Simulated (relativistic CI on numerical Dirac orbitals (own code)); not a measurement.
Calculated at this level of theory: Dirac-Coulomb-Breit CI, KLI orbitals optimised for each configuration, a model potential for QED, unscaled Slater integrals (own radial code, finite nucleus).

Configurations in the expansion (outside the closed core [Ne]): 3s2.3p6.3d8, 3s2.3p5.3d9, 3s2.3p4.3d10, 3s.3p6.3d9, 3p6.3d10, 3s.3p5.3d10, 3s2.3p6.3d7.4s, 3s2.3p6.3d7.4p, 3s2.3p4.3d9.4s, 3s2.3p6.3d7.4d, 3s2.3p4.3d9.4p, 3s2.3p5.3d8.4s, 3s2.3p6.3d7.4f, 3s2.3p4.3d9.4d, 3s.3p5.3d9.4s, 3s2.3p5.3d8.4p, 3s.3p5.3d9.4p, 3s2.3p6.3d6.4s2, 3s2.3p5.3d8.4d, 3s.3p5.3d9.4d, 3s.3p6.3d8.4s, 3p6.3d9.4s, 3s2.3p6.3d6.4s.4p, 3s2.3p5.3d8.4f, 3s2.3p6.3d7.5s, 3p6.3d9.4p, 3s.3p6.3d8.4p, 3s2.3p6.3d6.4p2, 3s2.3p6.3d6.4s.4d, 3s2.3p6.3d7.5p, 3s2.3p5.3d7.4s2, 3s2.3p6.3d7.5d, 3p6.3d9.4d, 3s2.3p6.3d6.4p.4d, 3s.3p6.3d8.4d, 3s2.3p6.3d7.5f. Levels of other configurations are missing.

At this charge energies of transitions that change n are usually good to better than 1 %, and those within a shell (Δn = 0) to a few per cent.

Outline of the computed level scheme of Lu XLVI. Lowest level of each configuration: 3s2.3p6.3d8 3F_4 at 0.00 eV; 3s2.3p5.3d9 3F°_4 at 395.99 eV; 3s2.3p4.3d10 3P_2 at 818.83 eV; 3s.3p6.3d9 3D_3 at 882.15 eV; 3s.3p5.3d10 3P°_2 at 1281.02 eV; 3s2.3p6.3d7.4s 5F_5 at 1485.64 eV.

Some strong electric-dipole decays among the lowest 45 levels: 3s2.3p5.3d9 1F°_3 → 3s2.3p6.3d8 1G_4 (3.7e+12 s⁻¹); 3s2.3p4.3d10 1D_2 → 3s2.3p5.3d9 3F°_3 (3.6e+12 s⁻¹); 3s.3p6.3d9 3D_3 → 3s2.3p5.3d9 3F°_4 (2.1e+12 s⁻¹); 3s.3p5.3d10 1P°_1 → 3s.3p6.3d9 3D_2 (1.9e+12 s⁻¹); 3s2.3p4.3d10 1D_2 → 3s2.3p5.3d9 1F°_3 (1.9e+12 s⁻¹); 3s2.3p5.3d9 3D°_3 → 3s2.3p6.3d8 3F_4 (1.7e+12 s⁻¹); 3s.3p6.3d9 1D_2 → 3s2.3p5.3d9 3F°_3 (1.7e+12 s⁻¹); 3s2.3p5.3d9 3P°_2 → 3s2.3p6.3d8 3P_2 (1.6e+12 s⁻¹).

LS names give the leading component of a level, which can be under half, so a name can repeat, a term be missing and a line seem to break the LS rules.
